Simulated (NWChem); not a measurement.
System: C$_{2}$H$_{5}$FGe; SMILES [CH](=C)[GeH2][F]

The following NWChem deck was run.

```
start job
memory heap 200 mb stack 900 mb global 1100 mb
geometry units angstroms noautoz
  Ge    -0.307332    -0.566283     0.000000
  F      1.432287    -0.810534     0.000000
  C     -0.534754     1.362044     0.000000
  C      0.524578     2.176314     0.000000
  H     -0.853908    -1.255221    -1.275861
  H     -0.853908    -1.255221     1.275861
  H     -1.543231     1.775798     0.000000
  H      0.422903     3.260657     0.000000
  H      1.539062     1.785201     0.000000
end
basis spherical
  * library pcseg-1
end
dft
  xc hfexch
  iterations 150
  mulliken
end
task dft energy
```

NWChem printed, in part:

```
             Northwest Computational Chemistry Package (NWChem) 7.3.0
             --------------------------------------------------------

 CS  symmetry detected

                             Geometry "geometry" -> ""
                             -------------------------

 Output coordinates in angstroms (scale by  1.889725989 to convert to a.u.)

  No.       Tag          Charge          X              Y              Z
 ---- ---------------- ---------- -------------- -------------- --------------
    1 Ge                  32.0000    -0.33982261    -0.56661098     0.00000000
    2 F                    9.0000     1.39844526    -0.82029900     0.00000000
    3 C                    6.0000    -0.55677656     1.36292181     0.00000000
    4 C                    6.0000     0.50695875     2.17143100     0.00000000
    5 H                    1.0000    -0.89012932    -1.25257265    -1.27586100
    6 H                    1.0000    -0.89012932    -1.25257265     1.27586100
    7 H                    1.0000    -1.56299333     1.78214255     0.00000000
    8 H                    1.0000     0.41116980     3.25630981     0.00000000
    9 H                    1.0000     1.51930531     1.77481832     0.00000000

 Effective nuclear repulsion energy (a.u.)     272.4321888637

      Symmetry information
      --------------------

 Group name             Cs
 Group number              2
 Group order               2
 No. of unique centers     8

  xc_inp: hfexch multiplicative factor not found.

                                 NWChem DFT Module
                                 -----------------

 Summary of "ao basis" -> "ao basis" (spherical)
 ------------------------------------------------------------------------------
       Tag                 Description            Shells   Functions and Types
 ---------------- ------------------------------  ------  ---------------------
 Ge                         pcseg-1                 11       27   5s4p2d
 F                          pcseg-1                  6       14   3s2p1d
 C                          pcseg-1                  6       14   3s2p1d
 H                          pcseg-1                  3        5   2s1p

      Symmetry analysis of basis
      --------------------------

        a'         66
        a"         28

            General Information
            -------------------
          SCF calculation type: DFT
          Wavefunction type:  closed shell.
          No. of atoms     :     9
          No. of electrons :    58
           Alpha electrons :    29
            Beta electrons :    29
          Charge           :     0
          Spin multiplicity:     1
          Use of symmetry is: on ; symmetry adaption is: on
          Maximum number of iterations: 150
          AO basis - number of functions:    94
                     number of shells:    44
          Convergence on energy requested:  1.00D-06
          Convergence on density requested:  1.00D-05
          Convergence on gradient requested:  5.00D-04

              XC Information
              --------------
                     Hartree-Fock (Exact) Exchange  1.000

      Superposition of Atomic Density Guess
      -------------------------------------

 Sum of atomic energies:       -2252.17692807

      Non-variational initial energy
      ------------------------------

 Total energy =   -2253.705169
 1-e energy   =   -3678.974895
 2-e energy   =    1152.837537
 HOMO         =      -0.337914
 LUMO         =      -0.017616

      Symmetry analysis of molecular orbitals - initial
      -------------------------------------------------

  Numbering of irreducible representations:

     1 a'          2 a"

  Orbital symmetries:

     1 a'          2 a'          3 a'          4 a"          5 a'
     6 a'          7 a'          8 a'          9 a'         10 a'
    11 a"         12 a'         13 a'         14 a'         15 a"
    16 a'         17 a"         18 a'         19 a'         20 a'
    21 a'         22 a'         23 a"         24 a'         25 a'
    26 a'         27 a"         28 a'         29 a"         30 a"
    31 a'         32 a'         33 a'         34 a'         35 a'
    36 a"         37 a'         38 a'         39 a"

     ---------------------------------------------
      Total Density - Mulliken Population Analysis
     ---------------------------------------------

    Atom       Charge   Shell Charges
 -----------   ------   -------------------------------------------------------
    1 Ge  32    30.99   2.00  2.00  2.00  0.84  0.38  6.00  5.98  0.92  0.71 10.02  0.13
    2 F    9     9.72   2.00  0.97  0.99  3.62  2.14  0.00
    3 C    6     6.51   2.00  0.81  0.57  2.00  1.11  0.03
    4 C    6     6.23   2.00  0.81  0.45  2.00  0.95  0.03
    5 H    1     1.02   0.70  0.31  0.01
    6 H    1     1.02   0.70  0.31  0.01
    7 H    1     0.83   0.69  0.13  0.02
    8 H    1     0.84   0.69  0.12  0.02
    9 H    1     0.84   0.70  0.12  0.02

   convergence    iter        energy       DeltaE   RMS-Dens  Diis-err
 ---------------- ----- ----------------- --------- --------- ---------
 d= 0,ls=0.0,diis     1  -2253.0606988316 -2.53D+03  6.75D-03  5.07D-01
 d= 0,ls=0.0,diis     2  -2253.1145843334 -5.39D-02  2.24D-03  1.82D-01
 d= 0,ls=0.0,diis     3  -2253.1300141760 -1.54D-02  8.19D-04  5.59D-03
 d= 0,ls=0.0,diis     4  -2253.1309705212 -9.56D-04  1.50D-04  2.05D-04
 d= 0,ls=0.0,diis     5  -2253.1310073147 -3.68D-05  4.48D-05  1.35D-05
  Resetting Diis
 d= 0,ls=0.0,diis     6  -2253.1310109695 -3.65D-06  2.26D-05  2.26D-06
 d= 0,ls=0.0,diis     7  -2253.1310116027 -6.33D-07  6.21D-06  1.96D-07

         Total DFT energy =    -2253.131011602713
      One electron energy =    -3681.795477981423
           Coulomb energy =     1255.876281626111
    Exchange-Corr. energy =      -99.644004111127
 Nuclear repulsion energy =      272.432188863726

 Numeric. integr. density =        0.000000000000

                  Occupations of the irreducible representations
                  ----------------------------------------------

                     irrep           alpha         beta
                     --------     --------     --------
                     a'               22.0         22.0
                     a"                7.0          7.0

                       DFT Final Molecular Orbital Analysis
                       ------------------------------------

 Vector   27  Occ=2.000000D+00  E=-4.864032D-01  Symmetry=a"
              MO Center= -5.6D-01, -8.2D-01,  1.0D-14, r^2= 2.9D+00
   Bfn.  Coefficient  Atom+Function         Bfn.  Coefficient  Atom+Function
  ----- ------------  ---------------      ----- ------------  ---------------
    70     -0.306876  5 H  s                 75      0.306876  6 H  s
    14      0.302933  1 Ge pz                33     -0.206200  2 F  pz
    11     -0.184018  1 Ge pz                17      0.177634  1 Ge pz
    36     -0.160963  2 F  pz                71     -0.151358  5 H  s
    76      0.151358  6 H  s                 47      0.115515  3 C  pz

 Vector   28  Occ=2.000000D+00  E=-4.556225D-01  Symmetry=a'
              MO Center= -3.2D-01,  7.6D-01, -2.7D-14, r^2= 3.4D+00
   Bfn.  Coefficient  Atom+Function         Bfn.  Coefficient  Atom+Function
  ----- ------------  ---------------      ----- ------------  ---------------
    46      0.357464  3 C  py                13     -0.279416  1 Ge py
    49      0.251716  3 C  py                85     -0.195342  8 H  s
    60     -0.190504  4 C  py                80      0.191147  7 H  s
    63     -0.189415  4 C  py                10      0.172617  1 Ge py
    44     -0.160398  3 C  s                 16     -0.159512  1 Ge py

 Vector   29  Occ=2.000000D+00  E=-3.905113D-01  Symmetry=a"
              MO Center= -1.1D-01,  1.5D+00, -1.1D-16, r^2= 2.4D+00
   Bfn.  Coefficient  Atom+Function         Bfn.  Coefficient  Atom+Function
  ----- ------------  ---------------      ----- ------------  ---------------
    47      0.383095  3 C  pz                61      0.369603  4 C  pz
    50      0.304561  3 C  pz                64      0.267268  4 C  pz
    70      0.110192  5 H  s                 75     -0.110192  6 H  s
    17     -0.073499  1 Ge pz                14     -0.064557  1 Ge pz
    71      0.058906  5 H  s                 76     -0.058906  6 H  s

 Vector   30  Occ=0.000000D+00  E= 1.197453D-01  Symmetry=a"
              MO Center= -5.2D-02,  1.4D+00,  6.6D-15, r^2= 3.5D+00
   Bfn.  Coefficient  Atom+Function         Bfn.  Coefficient  Atom+Function
  ----- ------------  ---------------      ----- ------------  ---------------
    64      0.743784  4 C  pz                50     -0.614497  3 C  pz
    17     -0.416363  1 Ge pz                71     -0.384350  5 H  s
    76      0.384350  6 H  s                 61      0.353912  4 C  pz
    47     -0.283905  3 C  pz                24     -0.103595  1 Ge d -1
    14     -0.099122  1 Ge pz                70     -0.084007  5 H  s

 Vector   31  Occ=0.000000D+00  E= 1.302725D-01  Symmetry=a'
              MO Center= -5.1D-01, -4.3D-01, -1.4D-13, r^2= 4.7D+00
   Bfn.  Coefficient  Atom+Function         Bfn.  Coefficient  Atom+Function
  ----- ------------  ---------------      ----- ------------  ---------------
    15      1.053218  1 Ge px                 5     -0.593382  1 Ge s
    86      0.386781  8 H  s                 44      0.357097  3 C  s
    58     -0.353307  4 C  s                 30     -0.343519  2 F  s
    71      0.339850  5 H  s                 76      0.339850  6 H  s
    16     -0.294145  1 Ge py                91      0.201657  9 H  s

[...]
```

Level: Hartree-Fock/pcseg-1. All runs use the structure optimised with B3LYP/6-31G* (spherical d).
